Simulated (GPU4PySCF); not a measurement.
azobenzene (C12H10N2), SMILES c1ccc(/N=N/c2ccccc2)cc1. Geometry optimised at B3LYP-D3(BJ)/def2-TZVP. One conformer was computed; it need not be the lowest.

Computed equilibrium geometry at B3LYP-D3(BJ)/def2-TZVP (GPU4PySCF confirms it by a frequency run) as Cartesian coordinates in Å, and its point group (one conformer of several):
point group C2h.
```xyz
24

C      0.1994     4.5192     0.0000
C      1.2975     3.6589     0.0000
C      1.1142     2.2875     0.0000
C     -0.1838     1.7647     0.0000
N     -0.4915     0.3842     0.0000
N      0.4915    -0.3842     0.0000
C      0.1838    -1.7647     0.0000
C     -1.1142    -2.2875     0.0000
C     -1.2975    -3.6589     0.0000
C     -0.1994    -4.5192     0.0000
C      1.0895    -4.0004     0.0000
C      1.2809    -2.6255     0.0000
C     -1.2809     2.6255     0.0000
C     -1.0895     4.0004     0.0000
H      0.3526     5.5906     0.0000
H      2.3002     4.0669     0.0000
H      1.9535     1.6077     0.0000
H     -1.9535    -1.6077     0.0000
H     -2.3002    -4.0669     0.0000
H     -0.3526    -5.5906     0.0000
H      1.9433    -4.6651     0.0000
H      2.2729    -2.1939     0.0000
H     -2.2729     2.1939     0.0000
H     -1.9433     4.6651     0.0000
```
